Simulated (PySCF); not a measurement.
# Steps of a relaxation of [GdCl4]−

[GdCl4]− (singlet in the valence; each metal's 4f electrons, 7 of them, lie in its core potential, out of spins and levels). PySCF 2.14.0, RKS PBE0, Gd lcecp-1-SVP with ECP53, Cl def2-SVP; non-relativistic Hamiltonian with scalar-relativistic core potentials where named; density fitting; no spin-orbit coupling. Origin of the start: template. Columns: position (Å) and force (eV/Å). Energies are counted from the last step; some of the 4 steps are shown. Forces carry noise of the integration grid, about 0.01 to 0.03 eV/Å.

Run from Python with OMP_NUM_THREADS=2. Where DIIS fails, smearing, a level shift and second-order steps follow.
It took 15 s on 2 threads of Arm Neoverse V2, on a shared host, from the converged density of the start.

```xyz
5
step 0  E = 0.123 eV
Gd    0.0000    0.0000    0.0000     0.00    0.00    0.00
Cl    1.5209    1.5209    1.5209    -0.44   -0.44   -0.44
Cl   -1.5209   -1.5209    1.5209     0.44    0.44   -0.44
Cl    1.5209   -1.5209   -1.5209    -0.44    0.44    0.44
Cl   -1.5209    1.5209   -1.5209     0.44   -0.44    0.44
```

```xyz
5
step 1  E = 0.032 eV
Gd    0.0000    0.0000    0.0000     0.00    0.00    0.00
Cl    1.4987    1.4987    1.4987    -0.24   -0.24   -0.24
Cl   -1.4987   -1.4987    1.4987     0.24    0.24   -0.24
Cl    1.4987   -1.4987   -1.4987    -0.24    0.24    0.24
Cl   -1.4987    1.4987   -1.4987     0.24   -0.24    0.24
```

```xyz
5
step 2  E = 0.001 eV
Gd    0.0000    0.0000    0.0000     0.00    0.00    0.00
Cl    1.4733    1.4733    1.4733     0.03    0.03    0.03
Cl   -1.4733   -1.4733    1.4733    -0.03   -0.03    0.03
Cl    1.4733   -1.4733   -1.4733     0.03   -0.03   -0.03
Cl   -1.4733    1.4733   -1.4733    -0.03    0.03   -0.03
```

Where does the relaxation end?

It converges at step 3 in Td:
```xyz
5
step 3  E = 0
Gd    0.0000    0.0000    0.0000
Cl    1.4765    1.4765    1.4765
Cl   -1.4765   -1.4765    1.4765
Cl    1.4765   -1.4765   -1.4765
Cl   -1.4765    1.4765   -1.4765
```

How did the contacts change?


```csv
contact,start (Å),end (Å)
Gd1–Cl2 (Cl),2.634,2.557
Gd1–Cl3 (Cl),2.634,2.557
Gd1–Cl4 (Cl),2.634,2.557
Gd1–Cl5 (Cl),2.634,2.557
```


An lcecp potential fixes the number of 4f electrons, so in runs with it no electron can move into or out of that shell.
